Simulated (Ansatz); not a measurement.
Ideal-gas functions of Cl$_{2}$F$_{2}$Si, SMILES `F[Si](F)(Cl)Cl` at 298.15 K and 1 bar, from an Ansatz frequency run at PBE0-D4/def2-TZVP.

Molar mass 136.99 g/mol, point group C2v (symmetry number 2), electronic degeneracy 1, moments of inertia 169.001, 256.945, 303.795 u Å². Harmonic wavenumbers (cm⁻¹, unscaled): 171, 203, 273, 309, 319, 520, 664, 919, 996.

Use S(trans) = R[1.5 ln M + 2.5 ln T − 1.1517]; rotational temperatures θ = 24.2544 K / I; S(rot) = R[ln(√π/σ · √(T³/θAθBθC)) + 1.5]; for each mode x = 1.438777 ν̃/T, S = R[x/(eˣ − 1) − ln(1 − e⁻ˣ)] and H = RT x/(eˣ − 1); 1 cm⁻¹ = 0.0119627 kJ/mol; R = 8.31446 J/(mol·K).

Question: By hand: the entropy, in J/(mol·K).

Answer: Translation 170.2. Rotation: θ = 0.1435, 0.0944, 0.0798 K, giving 110.9. Vibration, mode by mode: 10.14, 8.81, 6.60, 5.72, 5.50, 2.55, 1.47, 0.54, 0.40, in all 41.7. Electronic 0.0. Sum 322.8 J/(mol·K).

Question: By hand: H − E and G − E in kJ/mol, counted from the electronic energy.

Answer: Zero-point energy ½ × 4374 × 0.0119627 = 26.2; thermal vibration 7.5; translation, rotation and pV give 4 RT = 9.9. H − E = 43.6 kJ/mol, and G − E = 43.6 − 298.15 × 322.8/1000 = -52.6 kJ/mol.

Vibration gives 13 % of the entropy.
